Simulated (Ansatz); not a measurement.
Basis-set series for ClF2H3OSi2 (`F[SiH](F)O[SiH2]Cl`). Charge 0, multiplicity 1. All single points use the PBE0-D4/def2-TZVP geometry. It is one conformer, not always the lowest.

Z-matrix (Å, degrees):
```
Si
F 1 1.578
O 1 1.608 2 108.0
F 1 1.580 2 107.4 3 -118.3
H 1 1.464 2 109.6 3 122.8
Si 3 1.629 1 151.4 2 -158.8
Cl 6 2.047 3 109.6 1 -39.6
H 6 1.475 3 108.2 1 -157.5
H 6 1.476 3 109.8 1 78.8
```

```csv
functional,basis,functions,energy (Eh),HOMO (eV),LUMO (eV)
PBE0-D4,def2-SVP,111,-1314.95620,-9.06,0.61
PBE0-D4,def2-TZVPP,261,-1315.69077,-9.19,0.11
ωB97M-V,def2-SVP,111,-1315.48863,-11.26,2.57
ωB97M-V,def2-TZVPP,261,-1316.22746,-11.43,1.85
```

(1) Give the rows for def2-QZVPP. (Best estimate.)

Results:

(1) Computed: 
```csv
functional,basis,functions,energy (Eh),HOMO (eV),LUMO (eV)
PBE0-D4,def2-QZVPP,471,-1315.74125,-9.21,-0.06
ωB97M-V,def2-QZVPP,471,-1316.27449,-11.46,1.44
```

Positive LUMOs are unbound and depend on the basis.
